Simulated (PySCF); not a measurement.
# W: excitation energy

W [Xe] 4f14 5d4 6s2 (5D) → W [Xe] 4f14 5d4 6s1 6p1 (high-spin determinant), as a difference of total energies. Calculation: PySCF 2.14, in def2-QZVPPD with the def2 core potential (60 electrons); scalar relativity through the core potential. Correlated levels: valence: 5s2 5p6 frozen. The calculations carry no spin-orbit coupling.

```csv
method,excitation energy (eV)
UHF,1.109
MP2 (valence),2.251
SCS-MP2 (valence),2.650
CCSD (valence),2.339
CCSD(T) (valence),2.465
```

**Question.** How much does correlation contribute at CCSD(T) (valence)?

**Answer.** 2.465 − (1.109) = 1.356 eV, measured against UHF.

The determinant of the upper state mixes LS terms, which raises its energy above the lowest term, most at the Hartree-Fock and MP2 levels.
